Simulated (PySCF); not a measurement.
C3H9NSi2, SMILES C[Si@H](C#C)N[SiH3].

Coordinates come from a B3LYP-D3(BJ)/def2-SVP optimisation. The structure was generated by enumeration; whether it is a known compound was not checked. Other conformers were not sampled.

These are SMD-ωB97X/6-31G* (PySCF) values and carry that method's errors.

Solvation free energies are E(SMD) − E(gas) at the gas-phase geometry, for 1 M in both phases. In vacuum the dipole moment is 0.28 D.

Computed solvation free energies in water, cyclohexanone, ethanol:
```tsv
solvent	ΔG(solv) (kcal/mol)	its non-electrostatic (CDS) part	dipole (D)
water	1.3	7.1	0.38
cyclohexanone	-2.4	3.0	0.36
ethanol	-3.1	2.5	0.37
```
